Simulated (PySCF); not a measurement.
C₂H₄ClNSi, SMILES N#CC[SiH2]Cl.

The structure is a stationary point at PBE-D3(BJ)/def2-SVP. The structure was generated by enumeration, and PubChem lists no compound with its InChIKey, so it may never have been made. One conformer was computed; it need not be the lowest.

Method: PBE-D3(BJ)/def2-SVP in PySCF.

Frequencies are harmonic and unscaled.

```csv
mode,ν (cm⁻¹),IR (km/mol),moving atoms (share of kinetic energy)
1,55,3.4,"N 36 %, Cl 34 %, C 12 %, Si 10 %, H 9 %"
2,120,1.7,"N 31 %, C 23 %, H 22 %, Si 15 %, Cl 10 %"
3,201,6.3,"C 29 %, Si 24 %, H 19 %, Cl 16 %, N 11 %"
4,363,0.2,"C 52 %, H 29 %, N 19 %"
5,445,3.0,"C 57 %, H 24 %, N 10 %, Si 9 %"
6,526,33.8,"Si 35 %, Cl 27 %, H 25 %, C 11 %"
7,546,37.4,"Si 32 %, H 31 %, Cl 18 %, C 14 %"
8,652,5.2,"H 53 %, C 32 %, Si 12 %"
9,661,9.8,"H 80 %, C 14 %"
10,760,26.3,"H 56 %, C 33 %, Si 10 %"
11,860,206.2,"H 80 %, Si 11 %, C 9 %"
12,913,105.5,H 94 %
13,960,1.3,"C 45 %, H 33 %, N 22 %"
14,1112,6.5,"H 87 %, C 12 %"
15,1140,21.0,"H 56 %, C 41 %"
16,1348,11.8,"H 89 %, C 11 %"
17,2187,88.8,H 97 %
18,2208,77.8,H 96 %
19,2292,20.4,"C 63 %, N 37 %"
20,2979,2.4,H 95 %
21,3040,1.3,"H 91 %, C 9 %"
```
